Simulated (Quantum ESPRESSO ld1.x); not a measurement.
The numbers below are computed, except where a source is named.
P11+, 4 electrons, occupied as [He] 2s2 (the NIST ground configuration). Level of theory: scalar-relativistic Kohn-Sham, LDA (Slater exchange, VWN5 correlation), spin-polarised, spherical densities, point nucleus (ld1.x of Quantum ESPRESSO 7.5). Some entries of the table are withheld. Estimate them.

orbital  occ.  eigenvalue (hartree)  <1/r> (bohr^-1)  <r^2> (bohr^2)
1s          2                   (1)              (2)             (3)
2s          2              -19.6805            3.342          0.2308
2p          0              -18.5771            3.273             (4)
3s          0              -7.94870            1.406             (5)

Answer. 
(1) 1s eigenvalue (hartree): -94.3058
(2) 1s <1/r> (bohr^-1): 14.68
(3) 1s <r^2> (bohr^2): 0.01427
(4) 2p <r^2> (bohr^2): 0.1797
(5) 3s <r^2> (bohr^2): 1.258
